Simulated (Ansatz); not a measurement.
Steps of a relaxation of C3H3F2GaO2 (`[F][Ga-]1([F])[O]C=CC=[O+]1`) with RKS PBE0-D4/def2-TZVP.

```sh
$ ansatz run in.yaml --threads 4 --pin off --events-out ev --progress --plain --max-ram 11315MiB
```

```yaml
crystal:
  periodic: [false, false, false]
  atoms:
    - {symbol: F, position_ang: [-0.813675, -2.082512, 2.097636]}
    - {symbol: Ga, position_ang: [0.443266, -1.093023, 1.364531]}
    - {symbol: F, position_ang: [2.096307, -1.173438, 1.961102]}
    - {symbol: O, position_ang: [-0.146021, 0.747033, 1.329632]}
    - {symbol: C, position_ang: [-0.427857, 1.359183, 0.236636]}
    - {symbol: C, position_ang: [-0.345457, 0.847772, -1.069331]}
    - {symbol: C, position_ang: [0.082813, -0.454862, -1.375194]}
    - {symbol: O, position_ang: [0.441709, -1.368933, -0.547813]}
    - {symbol: H, position_ang: [-0.768347, 2.409774, 0.369013]}
    - {symbol: H, position_ang: [-0.626374, 1.507024, -1.900550]}
    - {symbol: H, position_ang: [0.129035, -0.755019, -2.445062]}
basis:
  gaussian: {orbitals: def2-TZVP}
hamiltonian: {xc: pbe0, dispersion: d4}
relax: {f_tol: 0.005, max_steps: 150}
```

Positions (Å) and forces (eV/Å) along the path, 7 of 7 steps:

```xyz
11
step=1 energy=-65054.6558 eV
F    -0.814   -2.083    2.098    0.370    0.269   -0.197
Ga    0.443   -1.093    1.365   -0.064    0.166   -0.205
F     2.096   -1.173    1.961   -0.477    0.015   -0.157
O    -0.146    0.747    1.330   -0.078    0.028   -0.857
C    -0.428    1.359    0.237    0.110   -0.266    0.222
C    -0.345    0.848   -1.069    0.041   -0.093    0.117
C     0.083   -0.455   -1.375    0.074   -0.161    0.321
O     0.442   -1.369   -0.548   -0.281    0.795   -0.183
H    -0.768    2.410    0.369    0.184   -0.577   -0.078
H    -0.626    1.507   -1.901    0.158   -0.341    0.435
H     0.129   -0.755   -2.445   -0.037    0.165    0.582
11
step=2 energy=-65054.7214 eV
F    -0.806   -2.071    2.079    0.157    0.111   -0.080
Ga    0.438   -1.080    1.348   -0.025    0.076   -0.091
F     2.080   -1.158    1.946   -0.198    0.003   -0.061
O    -0.148    0.741    1.319    0.022   -0.127   -0.237
C    -0.423    1.347    0.235    0.007   -0.040    0.079
C    -0.340    0.841   -1.060    0.029   -0.006    0.015
C     0.082   -0.451   -1.363    0.001   -0.075    0.053
O     0.438   -1.358   -0.545   -0.077    0.242    0.088
H    -0.762    2.385    0.364    0.052   -0.147   -0.032
H    -0.612    1.495   -1.882    0.035   -0.095    0.118
H     0.119   -0.749   -2.420   -0.003    0.058    0.148
11
step=3 energy=-65054.7293 eV
F    -0.798   -2.065    2.072    0.005   -0.006    0.007
Ga    0.434   -1.074    1.340   -0.004    0.006   -0.007
F     2.070   -1.149    1.937    0.000   -0.005    0.007
O    -0.149    0.732    1.312   -0.003   -0.042   -0.010
C    -0.423    1.341    0.234    0.032    0.045    0.021
C    -0.339    0.839   -1.058   -0.049   -0.010   -0.004
C     0.075   -0.452   -1.357    0.102    0.004   -0.035
O     0.432   -1.351   -0.538   -0.033    0.006    0.038
H    -0.752    2.376    0.363   -0.016    0.005   -0.002
H    -0.609    1.491   -1.876    0.001    0.008   -0.008
H     0.124   -0.745   -2.410   -0.036   -0.010   -0.007
11
step=4 energy=-65054.7293 eV rejected
F    -0.798   -2.065    2.072    0.005   -0.006    0.007
Ga    0.434   -1.074    1.340   -0.004    0.006   -0.007
F     2.070   -1.149    1.937    0.001   -0.005    0.007
O    -0.149    0.732    1.312   -0.003   -0.042   -0.009
C    -0.423    1.341    0.234    0.032    0.044    0.020
C    -0.339    0.839   -1.058   -0.050   -0.009   -0.006
C     0.075   -0.452   -1.357    0.102    0.005   -0.034
O     0.432   -1.352   -0.538   -0.033    0.005    0.038
H    -0.752    2.376    0.363   -0.016    0.005   -0.002
H    -0.609    1.491   -1.876    0.001    0.007   -0.008
H     0.124   -0.745   -2.410   -0.036   -0.010   -0.007
11
step=5 energy=-65054.7293 eV
F    -0.798   -2.065    2.072    0.005   -0.006    0.007
Ga    0.434   -1.074    1.340   -0.004    0.005   -0.007
F     2.070   -1.149    1.937    0.000   -0.005    0.007
O    -0.149    0.732    1.312   -0.003   -0.041   -0.010
C    -0.423    1.341    0.234    0.032    0.044    0.020
C    -0.339    0.839   -1.058   -0.048   -0.010   -0.004
C     0.076   -0.452   -1.357    0.101    0.005   -0.034
O     0.432   -1.351   -0.538   -0.033    0.006    0.037
H    -0.752    2.376    0.363   -0.016    0.005   -0.002
H    -0.609    1.491   -1.876    0.001    0.008   -0.008
H     0.124   -0.745   -2.410   -0.035   -0.011   -0.007
11
step=6 energy=-65054.7299 eV
F    -0.789   -2.074    2.082   -0.002   -0.001    0.001
Ga    0.433   -1.076    1.342   -0.003    0.010   -0.012
F     2.069   -1.149    1.938    0.003    0.001    0.000
O    -0.155    0.728    1.309    0.001   -0.005    0.021
C    -0.423    1.342    0.232   -0.002    0.009   -0.018
C    -0.335    0.843   -1.061   -0.001    0.006   -0.007
C     0.078   -0.449   -1.358   -0.005    0.016   -0.012
O     0.425   -1.349   -0.536    0.005   -0.020    0.008
H    -0.755    2.377    0.363    0.001   -0.003    0.008
H    -0.600    1.497   -1.880    0.003   -0.006    0.007
H     0.118   -0.747   -2.411    0.002   -0.007    0.005
11
step=7 energy=-65054.7300 eV
F    -0.787   -2.076    2.084   -0.001   -0.001    0.000
Ga    0.432   -1.075    1.341   -0.001    0.000    0.000
F     2.069   -1.145    1.934    0.001    0.001    0.000
O    -0.159    0.727    1.310   -0.001    0.000   -0.001
C    -0.423    1.342    0.233    0.000    0.002   -0.003
C    -0.332    0.843   -1.060    0.001   -0.002    0.003
C     0.078   -0.450   -1.358    0.000    0.003   -0.002
O     0.422   -1.352   -0.536   -0.001    0.001    0.000
H    -0.756    2.377    0.363    0.001   -0.001    0.003
H    -0.595    1.498   -1.880    0.000    0.000    0.000
H     0.117   -0.748   -2.411    0.001   -0.002    0.001
```

It took 34 s on 4 threads of an Intel Xeon 6975P-C on a shared host, with 1.1 GiB of host memory at the peak.
